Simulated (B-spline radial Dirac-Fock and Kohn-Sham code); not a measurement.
## Photoemission from Ir²⁺ at 4430 eV, detector at θ = 60°, φ = 180°

System: iridium as Ir²⁺, configuration [Xe] 4f14 5d7. These are calculated numbers from a radial B-spline solver; the model is Dirac-Hartree-Slater photoionisation with a Latter tail; cross sections with all multipoles, angular parameters from the dipole term and its interference with E2. Thresholds are orbital energies of the model. For linearly polarised light dσ/dΩ = σ/(4π) [1 + β P₂(cos θ) + (δ + γ cos²θ) sin θ cos φ], with θ from the polarisation vector and φ the angle between the beam and the projection of the electron momentum on the plane normal to the polarisation. The dipole factor is 1 + βP₂ and the non-dipole term is the rest of the bracket. Open shells are filled statistically over j.

The run's input, task.json:

```json
{"items": [{
  "Z": 77,
  "q": 2,
  "cfg": [[1, 0, 2], [2, 0, 2], [2, 1, 6], [3, 0, 2], [3, 1, 6], [3, 2, 10], [4, 0, 2], [4, 1, 6], [4, 2, 10], [4, 3, 14], [5, 0, 2], [5, 1, 6], [5, 2, 7]],
  "A": 193,
  "rrms": 5.4032,
  "do": "xps",
  "hv": [54.6, 60.7, 75.7, 108.0, 110.0, 146.0, 162.0, 201.0, 206.0, 255.0, 300, 719.0, 800, 1150.0, 1200.0, 1253.6, 1370.0, 1460.0, 1740.0, 2000, 2330.0, 2984.4, 3540.0, 3560.0, 4000, 4430.0, 8860.0, 8950.0, 9251.7, 15000]
}]}
```

Command: `python xray2_run.py task.json out`

```
subshell  threshold (eV)  σ (kb)     β      γ       δ  dipole factor  non-dipole term  dσ/dΩ (kb/sr)
      3s          3170.7    15.5  1.91   0.70  -0.001          0.761           -0.150          0.753
   3p1/2          2925.3    22.8  1.49   0.14   0.014          0.813           -0.043           1.40
   3p3/2          2563.4    48.0  1.56  -0.02   0.011          0.805           -0.005           3.05
   3d3/2          2147.6    52.5  1.23   0.18   0.075          0.846           -0.103           3.10
   3d5/2          2068.8    71.7  1.22   0.25   0.073          0.848           -0.117           4.17
      4s           700.0    4.73  1.93   0.07  -0.002          0.759           -0.014          0.281
   4p1/2           595.1    5.88  1.69   0.00  -0.005          0.789           +0.005          0.372
   4p3/2           508.9    11.4  1.74  -0.01   0.008          0.782           -0.004          0.706
   4d3/2           334.9    8.90  1.38   0.49   0.064          0.828           -0.162          0.472
   4d5/2           318.7    12.1  1.30   0.53   0.066          0.837           -0.172          0.640
   4f5/2           95.46    1.83  0.93   0.98   0.220          0.883           -0.402         0.0700
   4f7/2           92.13    2.27  0.91   0.98   0.224          0.886           -0.407         0.0866
      5s           123.3   0.964  1.93   0.01  -0.002          0.759            0.000         0.0582
   5p1/2           89.60    1.01  1.70   0.02  -0.006          0.787           +0.002         0.0637
   5p3/2           75.27    1.86  1.76   0.02   0.008          0.780           -0.010          0.114
   5d3/2           30.06   0.567  1.39   0.53   0.062          0.826           -0.168         0.0297
   5d5/2           28.59   0.748  1.30   0.57   0.065          0.837           -0.179         0.0392
```
